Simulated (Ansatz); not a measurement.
Species: NO, net charge 0, quartet state. The spin state was set by rule; other spins were not relaxed. 
Coordinates optimised at B3LYP-D3(BJ)/def2-TZVP (Ansatz, an electronic-structure program):
SMILES: [N][O]
```xyz
2

N      0.0000     0.0000    -0.7573
O      0.0000     0.0000     0.6627
```
Charge 0, spin multiplicity 4.

Basis-set convergence of Hartree-Fock and MP2 correlation energies (hartree) with Ansatz. Cores are frozen in the correlated levels unless marked. Open shells are spin-unrestricted. Spin-orbit coupling is left out. Non-relativistic.

```
basis       functions       E(HF)  E(corr, MP2)
----------  ---------  ----------  ------------
def2-SVP           28  -129.03530      -0.23573
def2-TZVPP         62  -129.20069      -0.30881
def2-QZVPP        114  -129.20577      -0.33614
```

Extrapolating the two largest sets (X = 3 and 4) as X^-3: E(corr) = (64·(-0.33614) - 27·(-0.30881))/37 = -0.3561 Eh, an estimate of the basis-set limit. The largest set recovers 94.4 % of it, the smallest 66.2 %.
